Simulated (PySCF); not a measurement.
A structure optimised at r2SCAN-D4/def2-SVP, used in a PySCF frequency run:

```
Si
F 1 1.5982
F 1 1.5982 2 108.01
F 1 1.5982 2 108.01 3 116.58
I 1 2.3905 2 110.90 4 121.71
```
Charge 0, spin multiplicity 1.

**Question.** Write its SMILES, formula and point group.

**Answer.** F[Si](F)(F)I, F₃ISi, C3v

**Question.** What are its rotational constants (standard atomic weights)?

**Answer.** 3.9776, 1.0960, 1.0960 GHz
